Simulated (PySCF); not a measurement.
C8H16P (charge -1).
Numbering: `[CH3:1][CH2:2][P-:3][CH:4]1[CH2:5][CH2:6][CH2:7][CH2:8][CH2:9]1`

NICS is the negative of the GIAO shielding at a point without a nucleus: at the ring centre (0) and 1 Å above and below it (1); zz is the component along the ring normal. Level: GIAO PBE0/pcSseg-1 (PySCF, non-relativistic, gas phase) on the GFN2-xTB geometry, one conformer.

Ring bond lengths (Å), with Mayer bond orders in brackets: C4–C5 1.524 (1.01), C5–C6 1.527 (1.03), C6–C7 1.526 (1.03), C7–C8 1.525 (1.04), C8–C9 1.527 (1.01), C9–C4 1.527 (0.98).

Problem. Give the NICS values of each ring in ppm.

Solution. 
```csv
ring,type,NICS(0),"NICS(1), two faces","NICS(1)zz, two faces",rms pucker (Å),"centre to ring atoms, mean (Å)"
C4–C5–C6–C7–C8–C9,6-membered carbocycle; formal bonds all single,-1.6,-2.2 / -2.0,3.2 / 3.4,0.24,1.47
```

Problem. What do they say, and how far can they be read as aromaticity?

Solution. 
- C4–C5–C6–C7–C8–C9: mean NICS(1)zz 3.3 ppm, deshielded. C4, C5, C6, C7, C8, C9 have four or more neighbours, and the NICS criterion for π rings isn't applied.

Problem. What are the shieldings of the ring atoms and their hydrogens in the same run (means over atoms taken as equivalent)?

Solution. 
```json
{"atoms": "C4", "environment": "sp3 carbon bound to phosphorus", "σ isotropic (ppm)": "139.5", "principal values of the symmetric part, first atom (ppm)": "120.0, 139.4, 159.0"}
{"atoms": "C5 (×2)", "environment": "ring CH2 carbon", "σ isotropic (ppm)": "143.5", "principal values of the symmetric part, first atom (ppm)": "131.5, 143.4, 162.9"}
{"atoms": "C6 (×2)", "environment": "ring CH2 carbon", "σ isotropic (ppm)": "152.2", "principal values of the symmetric part, first atom (ppm)": "143.1, 154.6, 155.8"}
{"atoms": "C7", "environment": "ring CH2 carbon", "σ isotropic (ppm)": "153.5", "principal values of the symmetric part, first atom (ppm)": "147.9, 155.0, 157.7"}
{"atoms": "H on C4", "environment": "methine hydrogen", "σ isotropic (ppm)": "30.20", "principal values of the symmetric part, first atom (ppm)": "26.8, 31.1, 32.8"}
{"atoms": "H on C5 (×2)", "environment": "methylene hydrogen", "σ isotropic (ppm)": "29.27", "principal values of the symmetric part, first atom (ppm)": "23.4, 29.6, 34.8"}
{"atoms": "H on C5 (×2)", "environment": "methylene hydrogen", "σ isotropic (ppm)": "30.70", "principal values of the symmetric part, first atom (ppm)": "26.4, 31.0, 34.4"}
{"atoms": "H on C6 (×2)", "environment": "methylene hydrogen", "σ isotropic (ppm)": "30.05", "principal values of the symmetric part, first atom (ppm)": "25.1, 28.1, 36.9"}
{"atoms": "H on C6 (×2)", "environment": "methylene hydrogen", "σ isotropic (ppm)": "30.45", "principal values of the symmetric part, first atom (ppm)": "27.1, 28.5, 35.5"}
{"atoms": "H on C7", "environment": "methylene hydrogen", "σ isotropic (ppm)": "30.65", "principal values of the symmetric part, first atom (ppm)": "27.6, 28.2, 36.1"}
{"atoms": "H on C7", "environment": "methylene hydrogen", "σ isotropic (ppm)": "30.26", "principal values of the symmetric part, first atom (ppm)": "25.7, 28.1, 37.0"}
```
